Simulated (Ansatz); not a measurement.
Ta3S8. Total charge 0; doublet. Geometry PBE-D4/def2-SVP.

```xyz
11

Ta    1.158    0.813    0.769
Ta   -1.470    1.101   -0.872
Ta    0.011   -2.022    0.201
S     0.710    1.300   -1.772
S     0.624   -1.031    2.246
S    -0.858    2.094    1.172
S     2.849    1.895    1.586
S    -2.078   -1.218   -0.678
S    -2.924    2.307   -1.961
S     0.157   -4.197    0.274
S     1.822   -1.042   -0.966
```

In the def2 sets Ta takes a core potential; there is no spin–orbit coupling.

**Question.** Estimate the α-spin orbital energies around the gap (eV) in Ansatz with PBE-D4/def2-SVP, BLYP-D4/def2-SVP, r2SCAN-D4/def2-SVP, B97M-V/def2-SVP, PBE0-D4/def2-SVP.

**Answer.** 
```json
{"orbital": "HOMO−9", "PBE-D4/def2-SVP": "-8.07", "BLYP-D4/def2-SVP": "-7.79", "r2SCAN-D4/def2-SVP": "-8.48", "B97M-V/def2-SVP": "-8.51", "PBE0-D4/def2-SVP": "-9.37"}
{"orbital": "HOMO−8", "PBE-D4/def2-SVP": "-7.93", "BLYP-D4/def2-SVP": "-7.63", "r2SCAN-D4/def2-SVP": "-8.32", "B97M-V/def2-SVP": "-8.30", "PBE0-D4/def2-SVP": "-9.15"}
{"orbital": "HOMO−7", "PBE-D4/def2-SVP": "-7.81", "BLYP-D4/def2-SVP": "-7.52", "r2SCAN-D4/def2-SVP": "-8.19", "B97M-V/def2-SVP": "-8.20", "PBE0-D4/def2-SVP": "-9.04"}
{"orbital": "HOMO−6", "PBE-D4/def2-SVP": "-7.71", "BLYP-D4/def2-SVP": "-7.42", "r2SCAN-D4/def2-SVP": "-8.10", "B97M-V/def2-SVP": "-8.09", "PBE0-D4/def2-SVP": "-8.93"}
{"orbital": "HOMO−5", "PBE-D4/def2-SVP": "-7.70", "BLYP-D4/def2-SVP": "-7.40", "r2SCAN-D4/def2-SVP": "-8.07", "B97M-V/def2-SVP": "-8.03", "PBE0-D4/def2-SVP": "-8.90"}
{"orbital": "HOMO−4", "PBE-D4/def2-SVP": "-7.66", "BLYP-D4/def2-SVP": "-7.37", "r2SCAN-D4/def2-SVP": "-8.03", "B97M-V/def2-SVP": "-8.00", "PBE0-D4/def2-SVP": "-8.86"}
{"orbital": "HOMO−3", "PBE-D4/def2-SVP": "-7.29", "BLYP-D4/def2-SVP": "-7.00", "r2SCAN-D4/def2-SVP": "-7.66", "B97M-V/def2-SVP": "-7.64", "PBE0-D4/def2-SVP": "-8.45"}
{"orbital": "HOMO−2", "PBE-D4/def2-SVP": "-7.11", "BLYP-D4/def2-SVP": "-6.82", "r2SCAN-D4/def2-SVP": "-7.46", "B97M-V/def2-SVP": "-7.45", "PBE0-D4/def2-SVP": "-8.24"}
{"orbital": "HOMO−1", "PBE-D4/def2-SVP": "-7.02", "BLYP-D4/def2-SVP": "-6.74", "r2SCAN-D4/def2-SVP": "-7.38", "B97M-V/def2-SVP": "-7.40", "PBE0-D4/def2-SVP": "-8.13"}
{"orbital": "HOMO", "PBE-D4/def2-SVP": "-6.68", "BLYP-D4/def2-SVP": "-6.39", "r2SCAN-D4/def2-SVP": "-7.11", "B97M-V/def2-SVP": "-7.09", "PBE0-D4/def2-SVP": "-7.91"}
{"orbital": "LUMO", "PBE-D4/def2-SVP": "-5.29", "BLYP-D4/def2-SVP": "-4.98", "r2SCAN-D4/def2-SVP": "-5.36", "B97M-V/def2-SVP": "-5.38", "PBE0-D4/def2-SVP": "-4.93"}
{"orbital": "LUMO+1", "PBE-D4/def2-SVP": "-4.64", "BLYP-D4/def2-SVP": "-4.35", "r2SCAN-D4/def2-SVP": "-4.67", "B97M-V/def2-SVP": "-4.61", "PBE0-D4/def2-SVP": "-4.06"}
{"orbital": "LUMO+2", "PBE-D4/def2-SVP": "-4.12", "BLYP-D4/def2-SVP": "-3.85", "r2SCAN-D4/def2-SVP": "-4.19", "B97M-V/def2-SVP": "-4.14", "PBE0-D4/def2-SVP": "-3.57"}
{"orbital": "LUMO+3", "PBE-D4/def2-SVP": "-4.07", "BLYP-D4/def2-SVP": "-3.80", "r2SCAN-D4/def2-SVP": "-4.11", "B97M-V/def2-SVP": "-4.10", "PBE0-D4/def2-SVP": "-3.49"}
{"orbital": "LUMO+4", "PBE-D4/def2-SVP": "-3.86", "BLYP-D4/def2-SVP": "-3.61", "r2SCAN-D4/def2-SVP": "-3.93", "B97M-V/def2-SVP": "-3.89", "PBE0-D4/def2-SVP": "-3.31"}
{"orbital": "LUMO+5", "PBE-D4/def2-SVP": "-3.52", "BLYP-D4/def2-SVP": "-3.26", "r2SCAN-D4/def2-SVP": "-3.57", "B97M-V/def2-SVP": "-3.48", "PBE0-D4/def2-SVP": "-2.91"}
{"orbital": "β HOMO", "PBE-D4/def2-SVP": "-6.99", "BLYP-D4/def2-SVP": "-6.71", "r2SCAN-D4/def2-SVP": "-7.34", "B97M-V/def2-SVP": "-7.37", "PBE0-D4/def2-SVP": "-8.09"}
{"orbital": "β LUMO", "PBE-D4/def2-SVP": "-6.13", "BLYP-D4/def2-SVP": "-5.87", "r2SCAN-D4/def2-SVP": "-6.24", "B97M-V/def2-SVP": "-6.28", "PBE0-D4/def2-SVP": "-5.64"}
```
